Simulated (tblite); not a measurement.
Species: C₇H₉O₂ (doublet state).
SMILES with atom numbers: `[CH2:1]=[CH:2][C:3]1[C@@H:4]([CH3:5])[C@@H:6]1[O:7][CH:8]=[O:9]` (hydrogens: H10, H11 on C1; H12 on C2; H13 on C4; H14, H15, H16 on C5; H17 on C6; H18 on C8)

Computed geometry: GFN2-xTB, gas phase. This method treats the open shell by occupation alone, without spin polarisation.

Task: What internal coordinates does the optimisation give?

Result: 
```json
{"bond": "C1=C2", "length (Å)": "1.371", "order": "double"}
{"bond": "C2–C3", "length (Å)": "1.364", "order": "single"}
{"bond": "C3–C4", "length (Å)": "1.461", "order": "single"}
{"bond": "C4–C5", "length (Å)": "1.514", "order": "single"}
{"bond": "C4–C6", "length (Å)": "1.521", "order": "single"}
{"bond": "C6–O7", "length (Å)": "1.425", "order": "single"}
{"bond": "O7–C8", "length (Å)": "1.316", "order": "single"}
{"bond": "C8=O9", "length (Å)": "1.197", "order": "double"}
{"bond": "C3–C6", "length (Å)": "1.460", "order": "single"}
{"bond": "C1–H10", "length (Å)": "1.075", "order": "single"}
{"bond": "C1–H11", "length (Å)": "1.074", "order": "single"}
{"bond": "C2–H12", "length (Å)": "1.084", "order": "single"}
{"bond": "C4–H13", "length (Å)": "1.087", "order": "single"}
{"bond": "C5–H14, C5–H15, C5–H16", "length (Å)": "1.088", "order": "single"}
{"bond": "C6–H17", "length (Å)": "1.087", "order": "single"}
{"bond": "C8–H18", "length (Å)": "1.104", "order": "single"}
```

Bonds in one row agree within 0.01 Å and their mean is given. Orders are formal, as drawn. A selection of angles:
```json
{"angle": "C1–C2–C3", "degrees": "124.2"}
{"angle": "C2–C3–C4", "degrees": "149.6"}
{"angle": "C2–C3–C6", "degrees": "147.7"}
{"angle": "C4–C3–C6", "degrees": "62.8"}
{"angle": "C3–C4–C5", "degrees": "121.8"}
{"angle": "C3–C4–C6", "degrees": "58.6"}
{"angle": "C5–C4–C6", "degrees": "119.6"}
{"angle": "C4–C6–O7", "degrees": "117.6"}
{"angle": "C3–C6–C4", "degrees": "58.7"}
{"angle": "C3–C6–O7", "degrees": "118.7"}
{"angle": "C6–O7–C8", "degrees": "117.6"}
{"angle": "O7–C8–O9", "degrees": "127.4"}
```

Dihedral angles: C1–C2–C3–C4 179° (antiperiplanar); C2–C3–C4–C5 73° (synclinal); C3–C4–C6–O7 108° (anticlinal); C4–C6–O7–C8 136° (anticlinal); C6–O7–C8–O9 1° (synperiplanar); C2–C3–C6–C4 179° (antiperiplanar).

Of the pairs four or more bonds apart, O9···H17 is among the closest relative to their van der Waals radii: 2.30 Å, 85 % of the sum of Bondi's values. C2 (carbon bonded to 2 C and H) is planar (angles 124.2°, 118.9° and 116.9°, sum 360.0°, 0.00 Å off the plane of its three neighbours). C8 (carbon bonded to 2 O and H) is planar (angles 127.4°, 124.1° and 108.4°, sum 360.0°, 0.00 Å off the plane of its three neighbours). The 3-membered ring C3–C4–C6 has internal angles of 58.6° to 62.8°. C1 (carbon bonded to C and 2 H) is planar (angles 121.3°, 120.9° and 117.8°, sum 360.0°, 0.00 Å off the plane of its three neighbours). The 6 C–C bonds span 1.364 Å (C2–C3, drawn single in one of several resonance forms) to 1.521 Å (C4–C6, drawn single), a spread of 0.157 Å. C3 (carbon bonded to 3 C) is planar (angles 149.6°, 147.7° and 62.8°, sum 360.0°, 0.00 Å off the plane of its three neighbours).

Point group: C1 (no symmetry element, even within 0.4 Å). Its GFN2-xTB frequencies are all real (lowest 18 cm⁻¹).

One conformer stands for the species.
